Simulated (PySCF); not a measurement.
Below is a simulated gas-phase C 1s photoelectron spectrum of `C=C[Si@@H](NC=O)C(C)C`.

Every computed line was given a Gaussian of 1.0 eV full width at half maximum and an area set by the number of equivalent atoms; the highest printed point is 100. Theory: delta-SCF UKS SCAN, pcX-2 on the ionised atom, pcseg-1 elsewhere, spin-free X2C (PySCF).

(binding energy (eV), intensity): (288.6, 0), (288.8, 1), (289.0, 3), (289.2, 8), (289.4, 18), (289.6, 36), (289.8, 58), (290.0, 81), (290.2, 97), (290.4, 100), (290.6, 89), (290.8, 68), (291.0, 44), (291.2, 24), (291.4, 11), (291.6, 4), (291.8, 1), (292.0, 0), (292.2, 0), (292.4, 0), (292.6, 2), (292.8, 4), (293.0, 9), (293.2, 16), (293.4, 22), (293.6, 24), (293.8, 22), (294.0, 15), (294.2, 9), (294.4, 4), (294.6, 1), (294.8, 0), (295.0, 0)

How many maxima does the curve show, and how many computed lines lie under it?

The curve has 2 maxima (at 290.3 and 293.6 eV). Under it lie 6 lines from 6 inequivalent carbon sites. At this width some lines have no maximum of their own.

Decompose the envelope and assign each component. Numbering: `[CH2:1]=[CH:2][Si@@H:3]([NH:4][CH:5]=[O:6])[CH:7]([CH3:8])[CH3:9]`.

```json
{"position (eV)": "289.94", "relative area": "1", "line": "C 1s", "atoms": "C2", "environment": "alkene CH carbon"}
{"position (eV)": "290.19", "relative area": "1", "line": "C 1s", "atoms": "C7", "environment": "sp3 carbon bound to silicon"}
{"position (eV)": "290.32", "relative area": "1", "line": "C 1s", "atoms": "C1", "environment": "terminal =CH2 carbon"}
{"position (eV)": "290.57", "relative area": "1", "line": "C 1s", "atoms": "C8", "environment": "methyl carbon"}
{"position (eV)": "290.69", "relative area": "1", "line": "C 1s", "atoms": "C9", "environment": "methyl carbon"}
{"position (eV)": "293.60", "relative area": "1", "line": "C 1s", "atoms": "C5", "environment": "amide carbonyl carbon"}
```

What are the centre and the root-mean-square width of the whole band?

The area-weighted mean of the lines is 290.88 eV. Their own spread about it is 1.24 eV (rms) and each Gaussian has σ = 1.0/2.355 = 0.42 eV; the variances add, which gives 1.31 eV.

Lowest listed C 1s: C2, bonded to C (double bond), H and Si. Highest, 3.66 eV above it: C5, bonded to O (double bond), N and H. The widest gap between neighbouring values is 2.91 eV, between 290.69 and 293.60 eV. Summing the Pauling electronegativity differences to the bonded atoms, each weighted by its formal bond order, gives -1.00 for the lowest site and +1.92 for the highest; no listed site has a larger sum than the highest. The smallest sum, -1.05, belongs to C8, 0.63 eV above the lowest.

No satellites, vibrations or lifetime broadening are included. Isolated species at its PBE0-D3(BJ)/def2-SVP geometry (one conformer only).

Shape of the structure used: `[CH2:1]=[CH:2][Si@@H:3]([NH:4][CH:5]=[O:6])[CH:7]([CH3:8])[CH3:9]`: C1–C2–Si3–N4 -61°, C2–Si3–N4–C5 -62°, Si3–N4–C5–O6 0°, C2–Si3–C7–C8 55°.
